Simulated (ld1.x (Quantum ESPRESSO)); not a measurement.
# Ni: excitation energies, all-electron against TM semilocal

nickel, norm-conserving Troullier–Martins (semilocal form), made with ld1.x (Quantum ESPRESSO) 7.5 (PBE, scalar-relativistic). Core [Ar], reference 3d8 4s2 4p0. Waves: 4s (bound): rc 2.15 bohr; 3d (bound): rc 1.25 bohr; 4p (bound, empty): rc 2.60 bohr. Local part: the p channel. Core correction: Bessel-smoothed model core, default radius (core density twice the valence density).

Energies are relative to the spin-unpolarised reference configuration 3d8 4s2 4p0; without spin polarisation the order of configurations can differ from experiment.

```json
{"valence configuration": "3d8 4s1 4p0", "charge": "+1", "ΔE all-electron (eV)": "9.322", "error AE − PS (meV)": "-7.8"}
{"valence configuration": "3d8 4s0 4p0", "charge": "+2", "ΔE all-electron (eV)": "26.673", "error AE − PS (meV)": "-48"}
{"valence configuration": "3d7 4s0 4p0", "charge": "+3", "ΔE all-electron (eV)": "64.140", "error AE − PS (meV)": "-155"}
{"valence configuration": "3d7 4s2 4p1", "charge": "0", "ΔE all-electron (eV)": "10.545", "error AE − PS (meV)": "-228"}
{"valence configuration": "3d6 4s0 4p0", "charge": "+4", "ΔE all-electron (eV)": "121.697", "error AE − PS (meV)": "-1022"}
{"valence configuration": "3d9 4s0 4p0", "charge": "+1", "ΔE all-electron (eV)": "6.318", "error AE − PS (meV)": "-226"}
```

Problem. What are ΔE and the potential's error for 3d9 4s1 4p0?

Solution. ΔE = -1.595 eV all-electron; the error (AE − PS) is -122 meV.

Levels in the configuration 3d8 4s1 4p0:

```json
{"level": "3d", "all-electron (eV)": "-17.924", "pseudo (eV)": "-17.866"}
{"level": "4s", "all-electron (eV)": "-13.184", "pseudo (eV)": "-13.201"}
```
